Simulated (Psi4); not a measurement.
diisopropylamine (C6H15N), singlet, geometry from GFN2-xTB. Base run: M06-2X/STO-3G in Psi4.

Input for Psi4:
```
memory 2 GB

molecule mol {
0 1
C     1.993013    0.804538    0.645581
C     1.212194   -0.328797   -0.034143
C     2.012736   -0.893182   -1.207392
N    -0.091051    0.083254   -0.526519
C    -1.154709    0.208408    0.460537
C    -2.195064    1.206786   -0.038718
C    -1.800523   -1.162626    0.673189
H     2.198391    1.599184   -0.070356
H     1.424823    1.224292    1.473420
H     2.939062    0.435550    1.033466
H     1.047218   -1.129965    0.694558
H     1.451227   -1.689888   -1.686586
H     2.966415   -1.286610   -0.865086
H     2.200254   -0.114154   -1.943021
H     0.008086    0.945129   -1.052448
H    -0.768745    0.565702    1.433238
H    -2.573618    0.890232   -1.007737
H    -1.759342    2.199319   -0.141374
H    -3.026777    1.268156    0.658632
H    -1.068259   -1.881668    1.030028
H    -2.603200   -1.094850    1.403219
H    -2.204057   -1.523971   -0.268653
}

set {
  basis sto-3g
  reference rks
}

energy('m06-2x')
print_variables()
```

Variants of this job, named by their change:

```tsv
change	ΔE vs base (mEh)	SCF cycles	grid points	basis functions
base	0.000	6	460025	50
df_basis_scf = cc-pvqz-jkfit	1.389	6	460025	50
puream = false	0.098	6	460025	50
dft_radial_points = 35	-13.156	6	218911	50
scf_type = disk_df	0.000	6	460025	50
d_convergence = 1e-4	0.000	6	460025	50
guess = modhuckel	0.000	9	460025	50
dft_radial_scheme = becke	0.008	6	406873	50
guess = huckel	0.000	11	460025	50
e_convergence = 1e-10	0.000	9	460025	50
d_convergence = 1e-10	0.000	12	460025	50
scf_initial_accelerator = none	0.000	6	460025	50
ints_tolerance = 1e-8	0.000	6	460025	50
```
